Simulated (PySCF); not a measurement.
CH₉N₃Si, SMILES [SiH](N)(CN)N. Geometry: r2SCAN-D4/def2-SVP. This is a generated structure with no PubChem entry under its InChIKey; it may be hypothetical. The values are those of a single conformer.

Method: r2SCAN-D4/def2-SVP in PySCF.

Harmonic wavenumbers (cm⁻¹): 86, 158, 201, 224, 248, 278, 320, 382, 426, 454, 620, 672, 726, 785, 802, 862, 891, 921, 947, 1068, 1082, 1254, 1374, 1420, 1530, 1541, 1643, 2149, 3006, 3067, 3462, 3544, 3564, 3588, 3663, 3695. Rotational constants (GHz): 4.809, 2.899, 2.414; symmetry number 1.

### Question
Work out the zero-point energy and the ideal-gas rigid-rotor harmonic-oscillator thermochemistry at 298.15 K and 1 atm.

### Answer
ZPE = ½ Σ hcν = ½ × 50652 cm⁻¹ = 302.96 kJ/mol. H − E(el) = 327.39 kJ/mol. Entropy in J/(mol K): translation 165.03, rotation 111.55, vibration 83.32, total 359.90. G − E(el) = 220.09 kJ/mol. Cp = 133.75 J/(mol K). Modes under 150 cm⁻¹ make the vibrational entropy uncertain.
